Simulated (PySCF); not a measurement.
Structure from 2D NMR

Compound of formula C$_{4}$H$_{9}$PSi$_{2}$. Correlations simulated from computed shifts and the bond graph:

HSQC (one-bond C–H):
```csv
δH,δC
6.73,147.4
6.33,147.4
6.28,140.3
```

COSY cross peaks (H two or three bonds apart, from the bond graph; peaks can be absent where the dihedral angle is near 90°):
```csv
δH,δH
6.73,6.33
6.73,6.28
6.33,6.28
6.28,5.36
5.36,1.26
```

HMBC (two and three bonds, from the bond graph):
```csv
δH,δC
6.73,140.3
6.33,140.3
6.28,"147.4, 120.1"
5.36,"147.4, 140.3, 120.1, 114.4"
4.23,"120.1, 114.4"
1.26,"140.3, 120.1"
```

Carbons without hydrogens: δ 120.1, 114.4.

How the numbers were obtained: geometry from GFN2-xTB, NMR shieldings at PBE0/pcSseg-1/GIAO, in PySCF (averaged over atoms made equivalent by symmetry, fast rotation or ring inversion, no relativistic terms, one conformer, isolated molecule).

δ = σ(ref) − σ, references computed at the same level: 1H (σref 31.72), 13C (σref 186.93) against TMS.

Exchangeable hydrogens are left out of these lists.

Problem. Work out the connectivity.

Solution. `C(=C)[Si@H](P)C#C[SiH3]`.

Atom-mapped SMILES (the numbers label the heavy atoms): `[CH2:1]=[CH:2][Si@H:3]([PH2:4])[C:5]#[C:6][SiH3:7]`. Hydrogens are named by the atom that carries them. Ha(C1) is cis to Si3; Hb(C1) is trans to Si3.

1. δC 147.4 is C1, a terminal =CH2 carbon (δH 6.73, 6.33).
2. δC 140.3 is C2, an alkene CH (δH 6.28).
3. δC 120.1 is C5, an alkyne carbon.
4. δC 114.4 is C6, an alkyne carbon.
5. HMBC from δH 6.28 reaches the proton-free carbon C5.
6. HMBC from δH 5.36 reaches the proton-free carbons C5, C6.
7. HMBC from δH 4.23 reaches the proton-free carbons C5, C6.
8. HMBC from δH 1.26 reaches the proton-free carbon C5.
9. COSY links 6.73–6.33, 6.73–6.28, 6.33–6.28, 6.28–5.36, 5.36–1.26.

The shifts were computed for this structure.

Shifts are as computed. Against solution values, carbons near 30 ppm lie about +3 ppm off and those near 130 ppm about +5 ppm. Of 1211 compounds with measured shifts, 218 miss one by over three times the rms of a fit or turn the order of signals round; such compounds aren't used in these exercises.
